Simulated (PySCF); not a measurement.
AsBF2H2. Atoms are numbered in the order given.

```xyz
6

B      1.0272    -0.0235     0.0000
As    -1.0217     0.0624     0.0000
H     -1.1575    -0.9666     1.1178
H     -1.1575    -0.9666    -1.1178
F      1.7164    -0.0004    -1.1264
F      1.7164    -0.0004     1.1264
```
Charge 0, spin multiplicity 1.

The structure is a stationary point at B3LYP-D3(BJ)/def2-SVP.

These are TDDFT-CAM-B3LYP/def2-SVPD (PySCF 2.14.0) values and carry that method's errors.

Vertical excitations. Gas-phase values at a fixed geometry. State labels are in the subgroup Cs.

| state | symmetry | energy (eV) | λ (nm) | f | main pairs |
|---|---|---|---|---|---|
| S1 | A' | 6.32 | 196 | 0.033 | HOMO→LUMO 94 % |
| S2 | A" | 6.89 | 180 | 0.042 | HOMO→LUMO+2 95 % |
| S3 | A' | 7.04 | 176 | 0.227 | HOMO→LUMO+1 88 % |
| S4 | A' | 7.57 | 164 | 0.063 | HOMO→LUMO+3 88 % |
| S5 | A' | 7.76 | 160 | 0.059 | HOMO−1→LUMO 72 %, HOMO−1→LUMO+1 18 % |
| S6 | A' | 8.57 | 145 | 0.048 | HOMO→LUMO+4 51 %, HOMO−1→LUMO+1 32 % |
| S7 | A" | 8.63 | 144 | 0.001 | HOMO−1→LUMO+2 55 %, HOMO−2→LUMO 37 % |
| S8 | A' | 8.75 | 142 | 0.038 | HOMO−1→LUMO+1 43 %, HOMO→LUMO+4 34 %, HOMO−1→LUMO 13 % |
| S9 | A" | 9.09 | 136 | 0.027 | HOMO−2→LUMO 35 %, HOMO−1→LUMO+2 25 %, HOMO−2→LUMO+1 15 %, HOMO→LUMO+5 11 % |
| S10 | A' | 9.44 | 131 | 0.033 | HOMO→LUMO+6 68 %, HOMO−2→LUMO+2 16 % |
| T1 | A' | 5.25 | 236 | 0 | HOMO→LUMO 77 %, HOMO→LUMO+1 15 % |
| T2 | A" | 5.87 | 211 | 0 | HOMO→LUMO+2 94 % |
| T3 | A' | 6.39 | 194 | 0 | HOMO→LUMO+1 50 %, HOMO→LUMO+3 16 %, HOMO−1→LUMO 12 %, HOMO→LUMO 10 % |
| T4 | A' | 6.79 | 183 | 0 | HOMO→LUMO+3 62 %, HOMO→LUMO+1 18 % |
Triplets are in the Tamm–Dancoff approximation, which puts them higher than full response would, so one can lie above its singlet here.
